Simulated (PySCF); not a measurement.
C3H9Ge, SMILES [GeH3][C](C)C, doublet (CAM-B3LYP/def2-SVP optimised geometry):

```
13

C     -1.548    -1.517    -1.518
C     -0.216    -0.840    -1.535
C      0.512    -0.811    -2.840
Ge     0.440     0.129     0.000
H     -2.283    -0.973    -2.144
H     -1.484    -2.535    -1.944
H     -1.979    -1.602    -0.509
H     -0.026    -0.194    -3.587
H      1.533    -0.409    -2.760
H      0.583    -1.823    -3.280
H      1.979     0.129     0.000
H     -0.025     1.602     0.000
H     -0.082    -0.525     1.292
```

Level of theory: unrestricted CAM-B3LYP/def2-TZVP run with PySCF.

**Question.** What are the frontier orbital energies (α orbitals alone; a β orbital can be the lowest empty one) and the dipole moment?

**Answer.** HOMO-2 -10.69 eV, HOMO-1 -10.03 eV, HOMO -6.92 eV, LUMO 1.70 eV, LUMO+1 2.36 eV; dipole moment 0.99 D.

On the same geometry unrestricted PBE/def2-TZVP in PySCF gives HOMO-2 -7.96 eV, HOMO-1 -7.39 eV, HOMO -4.36 eV, LUMO 0.08 eV, LUMO+1 0.56 eV; dipole moment 1.06 D.

Meta-Löwdin charges at CAM-B3LYP/def2-TZVP: C1 -0.33, C2 -0.16, C3 -0.33, Ge4 0.36, H5 0.11, H6 0.11, H7 0.11, H8 0.11, H9 0.11, H10 0.11, H11 -0.07, H12 -0.08, H13 -0.07.
